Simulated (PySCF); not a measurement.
TPSSh on Sc⁻ (scandium, charge -1), [Ar] 3d2 4s2, high-spin 3F determinant. Calculation: PySCF 2.14, in aug-cc-pVDZ (7s6p4d2f, 59 functions); the non-relativistic Hamiltonian (point nucleus).

```
cycle= 1 E= -760.635727980058  delta_E= -0.0133  |g|= 0.0245  |ddm|= 2.41
cycle= 2 E= -760.637653263395  delta_E= -0.00193  |g|= 0.0241  |ddm|= 0.822
cycle= 3 E= -760.637517987362  delta_E= 0.000135  |g|= 0.0334  |ddm|= 0.334
cycle= 4 E= -760.638800183121  delta_E= -0.00128  |g|= 0.00191  |ddm|= 0.221
cycle= 5 E= -760.638810105395  delta_E= -9.92e-06  |g|= 0.00201  |ddm|= 0.0354
cycle= 6 E= -760.638815193531  delta_E= -5.09e-06  |g|= 0.00025  |ddm|= 0.0122
cycle= 7 E= -760.638815476641  delta_E= -2.83e-07  |g|= 0.000111  |ddm|= 0.00701
cycle= 8 E= -760.638815495081  delta_E= -1.84e-08  |g|= 1.91e-05  |ddm|= 0.00112
cycle= 9 E= -760.638815495459  delta_E= -3.78e-10  |g|= 4.71e-07  |ddm|= 0.000163
converged SCF energy = -760.638815495459  <S^2> = 2.014203  2S+1 = 3.0094538
```

Highest occupied orbital energy: 1.647 eV; ⟨L²⟩ = 12.01; populations by l: s 8.00, p 12.00, d 2.00, f 0.00.

(1) Can this result be used?

## Answers

(1) With care. The run converged. The configuration of this anion was assumed by filling the next shell in order. It is not the known or likely ground configuration (Ca⁻, Sr⁻ and Ba⁻, for instance, bind a p electron), so these values are not the electron affinity of the element. At TPSSh the highest occupied level has a positive energy, so only the finite basis holds that electron.
